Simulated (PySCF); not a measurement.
Exact mass, isotope pattern and composition

Species: `[CH2]=[Nb]([CH3])([CH3])[CH3]` (Nb(CH2)Me3).

Calculated for natural abundance.

Task: Find the molar and monoisotopic masses of C4H11Nb.

Result: For C4H11Nb, with standard atomic weights, 1 × 92.906 + 4 × 12.011 + 11 × 1.008 = 152.038 g/mol. From the most abundant isotopes (93Nb, 12C, 1H), 1 × 92.906378 + 4 × 12.000000 + 11 × 1.007825 = 151.9925 u.

Task: What cluster does the molecular ion M+• show when like nominal masses merge?

Result: 
```
nominal mass  m/z (centroid)  relative intensity
         152        151.9919               100.0
         153        152.9953                 4.5
```

Lines under 0.1 % of the tallest are left out. One electron mass, 0.00055 u, is taken off. Abundances used (%; other tables differ somewhat): 12C 98.93, 13C 1.07; 1H 99.9885, 2H 0.0115.

Task: What share of all molecules is the monoisotopic species?

Result: 1 × 0.9893^4 × 0.999885^11 = 95.67 %.

Task: List the species in which a single atom is changed from its most abundant isotope.

Result: Intensity in % of the monoisotopic species:

| isotope | mass shift (u) | m/z | intensity (%) |
| --- | --- | --- | --- |
| 13C | +1.00335 | 152.9953 | 4.33 |
| 2H | +1.00628 | 152.9982 | 0.13 |

Species under 0.02 % are left out.

Task: Give the mass fraction of each element.

Result: Nb 61.11 %, C 31.60 %, H 7.29 %.
